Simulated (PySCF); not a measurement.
Ag2, SMILES [Ag][Ag], multiplicity 1.

Coordinates come from a PBE0-D3(BJ)/def2-TZVPD optimisation. The spin state was assumed, not searched. The def2 effective core potentials stand for the cores of Ag; spin–orbit coupling is left out.

Calculation: TDA-ωB97X/def2-TZVPD in PySCF.

Vertical excitations; the highest root listed may be one member of a degenerate set. The molecule is in vacuum. State labels are in the subgroup D2h.

```tsv
state	symmetry	energy (eV)	λ (nm)	f	main pairs
S1	B1u	3.17	391	0.556	HOMO→LUMO 93 %
S2	Ag	4.42	281	0.000	HOMO−1→LUMO 79 %, HOMO→LUMO+3 15 %
S3	B3u	4.43	280	0.295	HOMO→LUMO+2, HOMO−3→LUMO (degenerate set)
S4	B2u	4.43	280	0.295	HOMO→LUMO+1, HOMO−2→LUMO (degenerate set)
S5	B3u	4.77	260	0.260	HOMO−3→LUMO, HOMO→LUMO+2 (degenerate set)
S6	B2u	4.77	260	0.260	HOMO−2→LUMO, HOMO→LUMO+1 (degenerate set)
S7	B1g	4.89	254	0.000	HOMO−4→LUMO (degenerate set)
S8	Ag	4.89	254	0.000	HOMO−5→LUMO (degenerate set)
S9	Au	5.06	245	0.000	HOMO−6→LUMO (degenerate set)
S10	B1u	5.06	245	0.000	HOMO−7→LUMO (degenerate set)
T1	B1u	1.87	664	0	HOMO→LUMO 98 %
T2	B3u	3.83	324	0	HOMO→LUMO+2 (degenerate set)
T3	B2u	3.83	324	0	HOMO→LUMO+1 (degenerate set)
T4	Ag	4.15	299	0	HOMO−1→LUMO 79 %, HOMO→LUMO+3 15 %
```
Triplets are in the Tamm–Dancoff approximation.
